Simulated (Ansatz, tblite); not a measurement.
Species of one formula, HfCl4O2H4 (singlet), each relaxed with PBE0-D4/def2-SVP in Ansatz.

In the def2 sets Hf takes a core potential; there is no spin–orbit coupling. The xTB rows come from tblite. Correlated methods freeze 22 core orbitals; core or outer-core shells of Hf are correlated, in sets that lack core-valence functions.

Other spin states weren't relaxed.

A: cis-Hf(H2O)2Cl4 (HfCl4O2H4)

```xyz
11

Cl    0.7016   -2.4625    1.5203
Cl   -0.7025    0.6533    2.8193
Cl   -2.1452   -0.8968   -0.1624
Cl    2.1446    0.7466    0.5228
Hf   -0.0004   -0.3301    0.7918
O    -0.5787    1.6370   -0.2902
O     0.5788   -0.9464   -1.3668
H    -0.0513    2.4278   -0.1147
H    -1.5134    1.8774   -0.3420
H     0.0526   -1.6286   -1.8048
H     1.5139   -1.0777   -1.5732
```

B: trans-Hf(H2O)2Cl4 (HfCl₄O₂H₄)

Cartesian coordinates in Å:
```
Cl 0.379 0.441 2.254
Cl 0.333 -1.402 -2.040
Cl -2.275 -0.505 0.134
Cl 1.864 1.471 -0.759
Hf 0.073 0.001 -0.100
O 0.953 -1.891 0.707
O -0.963 1.892 -0.697
H 0.998 -2.699 0.177
H 1.012 -2.064 1.657
H -0.474 2.718 -0.822
H -1.901 2.038 -0.511
```

Problem. Estimate which lies lowest at each level, and how far above it the others are (kcal/mol).

Solution. 
| level | A | B |
| --- | --- | --- |
| GFN1-xTB | 0.0 | 5.9 |
| GFN2-xTB | 0.0 | 9.0 |
| HF/def2-SVP | 0.0 | 5.8 |
| HF/def2-TZVP | 0.0 | 6.1 |
| LDA (SPW92)/def2-TZVP | 0.0 | 2.6 |
| PBE-D4/def2-SVP | 0.0 | 4.3 |
| PBE-D4/def2-TZVP | 0.0 | 4.8 |
| r2SCAN-D4/def2-TZVP | 0.0 | 5.0 |
| PBE0-D4/def2-SVP | 0.0 | 4.3 |
| PBE0-D4/def2-TZVP | 0.0 | 4.9 |
| BHLYP-D4/def2-TZVP | 0.0 | 5.1 |
| CAM-B3LYP-D4/def2-TZVP | 0.0 | 4.8 |
| MP2/def2-SVP | 0.0 | 6.7 |
| MP2/def2-TZVP | 0.0 | 5.5 |
| CCSD/def2-SVP | 0.0 | 6.6 |
| CCSD(T)/def2-SVP | 0.0 | 6.8 |
Point groups (tolerance 0.1 Å): A C2v, B not assigned. A and B have the same bonds, so they are conformers or stereoisomers.
